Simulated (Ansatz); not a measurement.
`BP[SiH](C)F` + `N=CCl` → `B/N=C\Cl` + `C[SiH](F)P` at 400 K and 1 bar (cleavage of the B–P bond).

Program: Ansatz. Geometries: PBE0-D4/def2-TZVP. ΔE: electronic, gas phase. CBS: MP2 limit from def2 TZ/QZ plus the TZ coupled-cluster correction, frozen cores. This one scheme is used for every species. One conformer a species, not always the lowest.

| species | CCSD(T)/CBS energy (Eh) | H − E (kJ/mol) | S (J/(mol·K)) |
| --- | --- | --- | --- |
| `BP[SiH](C)F` | -796.94025 | 247.7 | 415.0 |
| `N=CCl` | -553.70684 | 99.7 | 275.2 |
| `B/N=C\Cl` | -579.12291 | 135.9 | 317.9 |
| `C[SiH](F)P` | -771.55123 | 206.1 | 373.2 |

H − E and S are ideal-gas, rigid-rotor, harmonic terms from PBE0-D4/def2-TZVP, for one conformer and one mirror image of each species. 1 Eh = 2625.50 kJ/mol, R = 8.31446 J/(mol·K).

Question: By hand: ΔE, ΔH, ΔS and ΔG.

Answer: ΔE = (-579.12291) + (-771.55123) − (-796.94025) − (-553.70684) = -0.02705 Eh = -71.0 kJ/mol. Δ(H − E) = 135.9 + 206.1 − 247.7 − 99.7 = -5.4, so ΔH = -76.4 kJ/mol. ΔS = 317.9 + 373.2 − 415.0 − 275.2 = 0.9 J/(mol·K). ΔG = -76.4 − 400 × (0.9)/1000 = -76.8 kJ/mol.

Question: By hand: the equilibrium constant, and the temperature at which ΔG would vanish if ΔH and ΔS stayed fixed.

Answer: log₁₀ K = −ΔG/(RT ln 10) = 10.0. ΔH and −TΔS have one sign here, so there is no such temperature.

The number of gas molecules stays the same, so ΔS is small and ΔH decides. A doubt of 5 kJ/mol in ΔE shifts log₁₀ K by 0.7 here. Other conformers and mirror images would add mixing entropy, several J/(mol·K) or more a flexible species. Modes under 60 cm⁻¹, often nearly free rotors, make the harmonic entropy too high. These are equilibria of isolated gas molecules and say nothing of rates. Largest T1 diagnostic: 0.015 (customary marks: 0.02 for closed shells, 0.045 for open ones).

ΔS is within the doubt of such terms, so its sign, and with it that verdict, could turn.
